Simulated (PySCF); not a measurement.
**Two-dimensional NMR puzzle**

Compound of formula C$_{7}$H$_{10}$OSi. Correlations simulated from computed shifts and the bond graph:

HSQC (one-bond C–H):
```csv
δH,δC
2.43,33.1
2.18,37.5
1.68,33.6
1.25,70.8
0.95,33.6
```

COSY cross peaks (H two or three bonds apart, from the bond graph; peaks can be absent where the dihedral angle is near 90°):
```csv
δH,δH
2.18,1.68
2.18,0.95
1.68,0.95
```

HMBC (two and three bonds, from the bond graph):
```csv
δH,δC
4.32,"93.2, 37.5, 33.6, 10.1"
2.43,"216.7, 37.5"
2.18,"216.7, 93.2, 33.6, 33.1, 10.1"
1.68,"216.7, 93.2, 37.5, 10.1"
1.25,"93.2, 10.1"
0.95,"216.7, 93.2, 37.5, 10.1"
```

Carbons without hydrogens: δ 216.7, 93.2, 10.1.

Method: structure optimised with GFN2-xTB, GIAO PBE0/pcSseg-1 shieldings, in PySCF 2.14.0 with density-fitted response routines (one averaged value for each set of equivalent atoms, single conformer, relativity neglected, in vacuum).

References, each an isolated molecule treated in the same way: TMS for ¹H (σ = 31.72 ppm) and ¹³C (σ = 186.93 ppm).

Exchangeable hydrogens are left out of these lists.

Work out the connectivity.

## Answers

SMILES C#C[C@@]1([SiH3])C[C@@H]1C(C)=O.

Atoms are numbered as in `[CH:1]#[C:2][C@@:3]1([SiH3:4])[CH2:5][C@@H:6]1[C:7]([CH3:8])=[O:9]`; H(Xn) means a hydrogen on atom n. Ha(C5) is cis to C7 on the ring; Hb(C5) is trans to C7 on the ring.

1. δC 216.7 is C7, a ketone carbonyl carbon.
2. δC 93.2 is C2, an alkyne carbon.
3. δC 70.8 is C1, a terminal alkyne carbon (δH 1.25).
4. δC 37.5 is C6, a three-membered-ring carbon (δH 2.18).
5. δC 33.6 is C5, a three-membered-ring carbon (δH 0.95, 1.68).
6. δC 33.1 is C8, a methyl carbon α to a carbonyl (δH 2.43).
7. δC 10.1 is C3, a three-membered-ring carbon.
8. HMBC from δH 4.32 reaches the proton-free carbons C2, C3.
9. HMBC from δH 2.43 reaches the proton-free carbon C7.
10. HMBC from δH 2.18 reaches the proton-free carbons C7, C2, C3.
11. HMBC from δH 1.68 reaches the proton-free carbons C7, C2, C3.
12. COSY links 2.18–1.68, 2.18–0.95, 1.68–0.95.

The shifts were computed for this structure.

Shifts are as computed. Against solution values, carbons near 30 ppm lie about +3 ppm off and those near 130 ppm about +5 ppm. Of 1211 compounds with measured shifts, 218 miss one by over three times the rms of a fit or turn the order of signals round; such compounds aren't used in these exercises.
